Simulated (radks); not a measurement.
Q: The table gives one normalised radial function P(r) = r R(r) of Si in [Ne] 3s2 3p2 (r in bohr). All-electron calculation, scalar-relativistic Kohn-Sham, BLYP, spin-unpolarised, spherical densities, point nucleus. Program: a radial shooting solver on a logarithmic mesh with Libxc functionals.

r,P
0.005206,0.0380
0.006724,0.0479
0.008617,0.0597
0.01113,0.0742
0.01426,0.0907
0.01843,0.1100
0.02361,0.1302
0.0305,0.1510
0.03908,0.1686
0.05049,0.1797
0.0647,0.1780
0.08357,0.1562
0.1071,0.1088
0.1383,0.0286
0.1773,-0.0763
0.229,-0.1974
0.2935,-0.2983
0.3791,-0.3443
0.4858,-0.2951
0.6275,-0.1301
0.8041,0.1202
1.039,0.4093
1.331,0.6354
1.719,0.7381
2.203,0.6807
2.846,0.5018
3.647,0.2991
4.711,0.1357
6.037,0.0468
7.799,0.0107
9.994,0.0016

Which n and l does it have? It may be an empty orbital.

A: n = 3, l = 0: the number of nodes gives n - l - 1 = 2, the rise at small r (about r^(l+1)) gives l, and the extent must fit the shell. The curve is that of 3s. 3s: eigenvalue -10.684 eV, 2 radial nodes at r = 0.149, 0.719 bohr, <r> = 2.15 bohr, 90 % of the charge inside 3.30 bohr.
